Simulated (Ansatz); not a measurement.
Mulliken charges of C2H7In (`C[CH2][InH2]`) from r2SCAN/def2-TZVPP in Ansatz (PBE0-D4/def2-TZVP geometry).

| atom | x (Å) | y (Å) | z (Å) | charge (e) |
| --- | --- | --- | --- | --- |
| C1 | -0.978 | 0.383 | -0.895 | -0.107 |
| C2 | -0.315 | -0.630 | 0.028 | -0.363 |
| In3 | 1.454 | 0.070 | 1.062 | 0.531 |
| H4 | -1.865 | -0.033 | -1.385 | 0.039 |
| H5 | -0.301 | 0.717 | -1.685 | 0.040 |
| H6 | -1.297 | 1.278 | -0.354 | 0.040 |
| H7 | -0.023 | -1.531 | -0.522 | 0.064 |
| H8 | -1.013 | -0.976 | 0.798 | 0.064 |
| H9 | 2.319 | -0.968 | 2.146 | -0.150 |
| H10 | 2.018 | 1.690 | 0.807 | -0.158 |

Q: By hand: the dipole of these point charges (1 e Å = 4.8032 D).

A: Σ q r = (0.121, 0.021, 0.082) e Å, of length 0.148 e Å = 0.71 D.

Q: How does the dipole of the full density compare? (Estimate.)

A: Computed: (-0.145, -0.071, -0.079) e Å, 0.86 D; the point charges give 0.83 times that, at 164° from its direction, so they point the opposite way.

Point charges leave out the atoms' own dipoles, such as those of lone pairs, and Mulliken's split depends on the basis, so the two needn't agree.
